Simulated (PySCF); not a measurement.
**`C#CC1=C(C(=O)O)C(=C)O1`, C₇H₄O₃**

Geometry:
```tsv
atom	x (Å)	y (Å)	z (Å)
C1	3.212	-1.158	-0.064
C2	2.024	-0.974	-0.134
C3	0.652	-0.767	-0.216
C4	-0.254	0.231	0.056
C5	-0.243	1.580	0.565
O6	-1.220	2.275	0.715
O7	1.001	2.002	0.869
C8	-1.278	-0.706	-0.417
C9	-2.580	-0.786	-0.598
O10	-0.283	-1.683	-0.669
H11	4.249	-1.303	0.002
H12	0.960	2.910	1.208
H13	-3.201	0.056	-0.352
H14	-3.038	-1.677	-0.988
```

Theory: GIAO revPBE/cc-pVDZ magnetisability, rotational g tensor and spin-rotation constants, non-relativistic, gas phase in PySCF 2.14.0. Geometry: GFN2-xTB.

Task: Give the nuclear spin-rotation constants along the inertial axes (H = +C I·J) beside the isotropic shieldings.

Result: Rotational constants 1.6917, 1.3183, 0.7409 GHz. A star marks the isotopologue with that one atom substituted, in its own axes.
```tsv
atom	isotope	Caa (kHz)	Cbb (kHz)	Ccc (kHz)	mean (kHz)	σ (ppm)
H11	1H	0.041	-0.120	-0.089	-0.056	28.1
H12	1H	-0.101	0.045	-0.115	-0.057	26.9
H13	1H	0.107	-0.105	-0.089	-0.029	26.5
H14	1H	-0.182	0.115	-0.092	-0.053	26.9
C1	13C*	0.286	0.355	0.220	0.287	98.8
C2	13C*	0.098	0.351	0.227	0.225	122.9
C3	13C*	0.594	0.559	0.149	0.434	47.0
C4	13C*	0.485	0.517	0.121	0.374	78.0
C5	13C*	0.479	0.610	0.165	0.418	48.2
O6	17O*	-0.907	-0.583	-0.068	-0.519	-39.5
O7	17O*	-0.403	-0.255	-0.134	-0.264	145.9
C8	13C*	0.653	0.540	0.165	0.453	37.9
C9	13C*	0.523	0.407	0.076	0.335	103.0
O10	17O*	-0.492	-0.360	-0.108	-0.320	107.0
```
For the geometry as given, no vibrational averaging.
